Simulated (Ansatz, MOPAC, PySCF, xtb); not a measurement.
Pair of molecules: C2H2 (SMILES C#C) (first 4 atoms) with H4OSi (SMILES O[SiH3]); geometry from B3LYP-D3(BJ)/def2-TZVP, rigid monomers moved along the line of their centres of mass till C2···H7 is 2.17 Å.
(charge 0, multiplicity 1):
```xyz
10

C     -0.14618    -0.07037     0.10699
C     -1.21302    -0.45624     0.49119
H      0.79930     0.27475    -0.23653
H     -2.16260    -0.79546     0.82921
O      0.52979    -0.96268     2.97115
Si     0.34397     0.41646     3.85498
H      0.20063    -0.94519     2.06411
H      1.05454     1.56726     3.24122
H      0.91701     0.13558     5.18714
H     -1.08548     0.79344     3.99839
```

Interaction energies are E(AB) − E(A) − E(B) at the monomers' geometry in the complex; basis-set methods are counterpoise corrected.

The state that PM3 reach isn't checked.

Run with Ansatz (Gaussian orbitals); MOPAC for PM3 (differences of heats of formation); PySCF for the dispersion terms; xtb for the GFN methods. Each number belongs to the level named beside it.

Task: One of these levels gives -1.90 kcal/mol for the interaction energy. Which one is it?
A) GFN1-xTB
B) PBE-D3(BJ)/def2-TZVPPD
C) GFN-FF
D) PM3

Result: A, GFN1-xTB. The others give -1.29 (GFN-FF), 0.73 (PM3), -3.73 (PBE-D3(BJ)/def2-TZVPPD)

Ansatz is a quantum-chemistry and plane-wave program.
